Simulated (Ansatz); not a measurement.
Cartesian coordinates (Å):
```xyz
21

B      3.3460     1.4111     0.2401
C      2.1174     0.4652     0.0705
C      2.2906    -0.9340    -0.1976
C      1.1827    -1.7494    -0.3441
C     -0.1141    -1.1791    -0.2240
C     -1.3034    -1.9525    -0.3593
C     -2.5496    -1.3578    -0.2325
C     -2.6464     0.0324     0.0342
C     -1.5206     0.8564     0.1774
B     -1.7258     2.3675     0.4595
C     -0.2116     0.2402     0.0472
N      0.8914     1.0159     0.1860
H      4.4722     0.9563     0.1444
H      3.1744     2.5901     0.4656
H      3.3096    -1.3400    -0.2832
H      1.2828    -2.8272    -0.5505
H     -1.2134    -3.0313    -0.5654
H     -3.4635    -1.9618    -0.3377
H     -3.6441     0.4885     0.1330
H     -2.8726     2.7693     0.5602
H     -0.8020     3.1403     0.5762
```
Charge 0, spin multiplicity 1.

Computed with frozen-core CCSD(T)/cc-pVDZ // PBE-D3(BJ)/def2-SVP in Ansatz (a quantum-chemistry and plane-wave program). The restricted HF reference is unstable towards unrestricted orbitals.

```json
{
  "HF energy": "-449.88025 Ha",
  "MP2 correlation energy": "-1.48242 Ha"
}
```

### Question
Estimate the CCSD correlation energy, the (T) correction, the total energy and the T1 diagnostic.

### Answer

```json
{
 "CCSD correlation energy": "-1.54651 Ha",
 "(T) correction": "-0.07364 Ha",
 "CCSD(T) total energy": "-451.50040 Ha",
 "T1 diagnostic": "0.012"
}
```
